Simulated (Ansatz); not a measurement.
`[GeH3][SbH2]` + `N[SiH3]` → `[SiH3][NH][SbH2]` + GeH₄ at 600 K and 1 bar (cleavage of the Sb–Ge bond).

Program: Ansatz. Geometries: PBE0-D4/def2-TZVP. ΔE: electronic, gas phase. CCSD(T)/CBS is the MP2 limit (def2-TZVPP, def2-QZVPP) plus CCSD(T) − MP2 in def2-TZVPP, frozen cores. This one scheme is used for every species. Elements past krypton have def2 core potentials. For Ge, Sb outer-core shells are correlated without core-valence functions, which leaves a few kJ/mol of doubt a bond. Scalar relativity is left out up to krypton.

```tsv
species	CCSD(T)/CBS energy (Eh)	H − E (kJ/mol)	S (J/(mol·K))
`[GeH3][SbH2]`	-2319.11871	141.7	385.7
`N[SiH3]`	-346.80422	170.6	320.8
`[SiH3][NH][SbH2]`	-587.40566	197.8	423.5
GeH₄	-2078.49493	105.8	256.4
```

H − E and S are ideal-gas, rigid-rotor, harmonic terms from PBE0-D4/def2-TZVP, for one conformer and one mirror image of each species. 1 Eh = 2625.50 kJ/mol, R = 8.31446 J/(mol·K).

By hand: ΔE, ΔH, ΔS and ΔG.

ΔE = (-587.40566) + (-2078.49493) − (-2319.11871) − (-346.80422) = 0.02234 Eh = 58.7 kJ/mol. Δ(H − E) = 197.8 + 105.8 − 141.7 − 170.6 = -8.7, so ΔH = 50.0 kJ/mol. ΔS = 423.5 + 256.4 − 385.7 − 320.8 = -26.6 J/(mol·K). ΔG = 50.0 − 600 × (-26.6)/1000 = 66.0 kJ/mol.

By hand: the equilibrium constant, and the temperature at which ΔG would vanish if ΔH and ΔS stayed fixed.

log₁₀ K = −ΔG/(RT ln 10) = -5.7. ΔH and −TΔS have one sign here, so there is no such temperature.

ΔH outweighs TΔS. A doubt of 5 kJ/mol in ΔE shifts log₁₀ K by 0.4 here. Other conformers and mirror images would add mixing entropy, several J/(mol·K) or more a flexible species. These are equilibria of isolated gas molecules and say nothing of rates. Largest T1 diagnostic: 0.013 (customary marks: 0.02 for closed shells, 0.045 for open ones).
